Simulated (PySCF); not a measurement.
These 6 structures share the formula C7H10N2. Method used: PBE0-D3(BJ)/def2-SVP geometry optimisation, gas phase in PySCF 2.14.0. Energies are electronic, without zero-point or thermal terms, for one conformer each. No frequencies were run at this level. Point groups hold within 0.08 Å.

Question: Order them by energy at this level, lowest first, and give relative energies in kJ/mol.
A. `[CH3:1][c:2]1[cH:3][cH:4][n:5][n:6]1[CH:7]1[CH2:8][CH2:9]1` with N5–N6–C7–C8 52°
B. `[CH3:1][N:2]([CH3:3])/[CH:4]=[CH:5]/[CH:6]=[CH:7]/[C:8]#[N:9]` with C4–C5–C6–C7 180°
C. `[CH3:1][CH2:2][NH:3][c:4]1[cH:5][cH:6][cH:7][cH:8][n:9]1` with C1–C2–N3–C4 -78°, C2–N3–C4–C5 173°
D. `[CH:1]#[C:2][CH2:3][N:4]1[CH2:5][C@H:6]([CH3:7])[CH:8]=[N:9]1` with C2–C3–N4–C5 -65°, C3–N4–C5–C6 -159°, N4–C5–C6–C7 148°, C5–C6–C8–N9 -16°, C3–N4–N9–C8 153°
E. `[CH3:1]/[N:2]=[CH:3]\[C:4]([C:5]#[N:6])=[C:7]([CH3:8])[CH3:9]` with N2–C3–C4–C5 -38°
F. `[CH3:1][CH2:2][c:3]1[n:4][n:5][cH:6][cH:7][c:8]1[CH3:9]` with C1–C2–C3–N4 0°

Answer: C (0.0), F (105.4), A (130.4), B (184.9), E (199.5), D (346.5).

As drawn, the lowest has an aromatic ring and an N–H bond, which the highest lacks; the highest has a C≡C bond, a C=N bond and an N–N linkage, which the lowest lacks.

```
             SMILES      E (Eh)  E rel (kJ/mol)  dipole (D)  point group       A, B, C (MHz)
        CCNc1ccccn1  -381.56828             0.0        1.89           C1   3935, 1074, 913.1
        CCc1nnccc1C  -381.52812           105.4        4.35            –   2414, 1573, 969.6
      Cc1ccnn1C1CC1  -381.51863           130.4        2.55           C1    2924, 1444, 1053
  CN(C)/C=C/C=C/C#N  -381.49788           184.9        9.12            –  6941, 508.2, 476.7
 C/N=C\C(C#N)=C(C)C  -381.49231           199.5        4.36           C1   2254, 1280, 870.4
C#CCN1C[C@H](C)C=N1  -381.43630           346.5        2.07           C1  3875, 960.4, 812.4
```
